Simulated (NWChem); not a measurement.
System meant: OsF$_{6}$, triplet; SMILES [F][Os]([F])([F])([F])([F])[F]

Input file for NWChem:

```
start job
memory heap 200 mb stack 900 mb global 1100 mb
geometry units angstroms noautoz
  Os     0.000000     0.000000     0.000000
  F     -1.168950     0.980413    -1.027479
  F      1.168950    -0.980413     1.027479
  F     -1.417135    -0.572926     1.008037
  F     -0.159272    -1.458055    -1.108542
  F      0.159272     1.458055     1.108542
  F      1.417135     0.572926    -1.008037
end
basis spherical
  * library def2-svp
end
ecp
  Os library def2-ecp
end
dft
  odft
  mult 4
  xc pbe0
  iterations 150
  mulliken
end
task dft energy
```

End of the output:

```
 Summary of "ao basis" -> "" (spherical)
 ------------------------------------------------------------------------------
       Tag                 Description            Shells   Functions and Types
 ---------------- ------------------------------  ------  ---------------------
 *                          def2-svp                  on all atoms

                                 NWChem DFT Module
                                 -----------------

 Summary of "ao basis" -> "ao basis" (spherical)
 ------------------------------------------------------------------------------
       Tag                 Description            Shells   Functions and Types
 ---------------- ------------------------------  ------  ---------------------
 Os                         def2-svp                12       32   6s3p2d1f
 F                          def2-svp                 6       14   3s2p1d

 Summary of "ao basis" -> "ao basis" (spherical)
 ------------------------------------------------------------------------------
       Tag                 Description            Shells   Functions and Types
 ---------------- ------------------------------  ------  ---------------------
 Os                         def2-svp                12       32   6s3p2d1f
 F                          def2-svp                 6       14   3s2p1d

      Symmetry analysis of basis
      --------------------------

        ag         58
        au         58

  number of electrons :                   70
  multiplicity        :                    4
 ------------------------------------------------------------------------
  no. of electrons and multiplicity not compatible                  70
 ------------------------------------------------------------------------
 ------------------------------------------------------------------------
  current input line :
    25: task dft energy
 ------------------------------------------------------------------------
 ------------------------------------------------------------------------
 There is an error in the input file
 ------------------------------------------------------------------------
 For more information see the NWChem manual at https://nwchemgit.github.io

0: no. of electrons and multiplicity not compatible:Received an Error in Communication
```

**Question.** What is wrong, and how is it mended?

**Answer.** The program refused the input. Cause: the multiplicity doesn't fit the number of electrons (an even count wants an odd multiplicity, and the reverse). This input runs:
```
start job
memory heap 200 mb stack 900 mb global 1100 mb
geometry units angstroms noautoz
  Os     0.000000     0.000000     0.000000
  F     -1.168950     0.980413    -1.027479
  F      1.168950    -0.980413     1.027479
  F     -1.417135    -0.572926     1.008037
  F     -0.159272    -1.458055    -1.108542
  F      0.159272     1.458055     1.108542
  F      1.417135     0.572926    -1.008037
end
basis spherical
  * library def2-svp
end
ecp
  Os library def2-ecp
end
dft
  odft
  mult 3
  xc pbe0
  iterations 150
  mulliken
end
task dft energy
```
It converges to -688.71062 Ha (PBE0/def2-SVP with def2 effective core potentials on Os, spin-unrestricted).
